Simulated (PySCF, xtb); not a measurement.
3-ethenylthietane (C₅H₈S), SMILES C=CC1CSC1. One conformer was computed; it need not be the lowest.

Harmonic wavenumbers (cm⁻¹) from GFN2-xTB (xtb 6.7.1) at its own minimum, in rising order: 61, 62, 289, 313, 396, 567, 649, 742, 769, 836, 867, 902, 926, 996, 1010, 1023, 1077, 1086, 1179, 1180, 1194, 1253, 1267, 1311, 1418, 1448, 1453, 1713, 2965, 2988, 2991, 3015, 3016, 3054, 3101, 3129.

### Question
What does PBE-D3(BJ)/def2-SVP (PySCF) give at its own minimum? (The exact figures need the calculation; the answer reports its results.)

### Answer
83, 97, 283, 298, 400, 531, 641, 696, 706, 825, 850, 907, 912, 965, 989, 997, 1040, 1073, 1143, 1169, 1184, 1248, 1256, 1279, 1387, 1397, 1419, 1670, 2981, 2983, 3003, 3055, 3061, 3062, 3069, 3167. Paired by order, the mean absolute difference is 24 cm⁻¹ and the zero-point energies are 71.8 and 71.2 kcal/mol.
